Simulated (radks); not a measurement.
Values are calculated unless marked as measured or tabulated.
How relativity changes the ionisation of the phosphorus ion P9+ ([He] 2s2 2p2) to P10+ ([He] 2s2 2p1). Spin-unpolarised spherical Kohn-Sham, PBEsol, point nucleus unless stated (finite: rms radius 3.1889 fm), a radial shooting solver on a logarithmic mesh with Libxc functionals. A level marked "c x" has the speed of light scaled by that factor and shares open shells by 2j + 1; other Dirac levels either fill j = l - 1/2 first or share by 2j + 1.

non-rel.: E(P9+) (hartree) -290.98441; E(P10+) (hartree) -275.53022; IE (eV) 420.53; HOMO 2p; <r> HOMO (bohr) 0.4118
scalar-rel.: E(P9+) (hartree) -291.80011; E(P10+) (hartree) -276.33199; IE (eV) 420.91; HOMO 2p; <r> HOMO (bohr) 0.4111
scalar-rel., finite nucleus: E(P9+) (hartree) -291.79984; E(P10+) (hartree) -276.33171; IE (eV) 420.91; HOMO 2p; <r> HOMO (bohr) 0.4111
Dirac, 2j+1 shares: E(P9+) (hartree) -291.80037; E(P10+) (hartree) -276.33212; IE (eV) 420.91; HOMO 2p3/2; <r> HOMO (bohr) 0.4116
Dirac, low j first: E(P9+) (hartree) -291.86292; E(P10+) (hartree) -276.36582; IE (eV) 421.70; HOMO 2p1/2; <r> HOMO (bohr) 0.4101
Dirac, 2j+1 shares, finite nucleus: E(P9+) (hartree) -291.80009; E(P10+) (hartree) -276.33184; IE (eV) 420.91; HOMO 2p3/2; <r> HOMO (bohr) 0.4116
Dirac, c x 0.75: E(P9+) (hartree) -292.44173; E(P10+) (hartree) -276.96248; IE (eV) 421.21; HOMO 2p3/2; <r> HOMO (bohr) 0.4115
Dirac, c x 0.85: E(P9+) (hartree) -292.11634; E(P10+) (hartree) -276.64267; IE (eV) 421.06; HOMO 2p3/2; <r> HOMO (bohr) 0.4116
Dirac, c x 1.25: E(P9+) (hartree) -291.50551; E(P10+) (hartree) -276.04234; IE (eV) 420.77; HOMO 2p3/2; <r> HOMO (bohr) 0.4117

NIST Atomic Spectra Database: 424.4 eV (semi-empirical). The relativistic part of the total energy of P9+ is -0.8157 hartree (Dirac, 2j+1 shares, finite nucleus), 0.28 % of the non-relativistic value. Spin polarisation and multiplet splitting of open shells are left out at every level.

Beside tabulated values, note that spin-unpolarised runs miss the spin-polarisation part of the exchange energy of open shells.
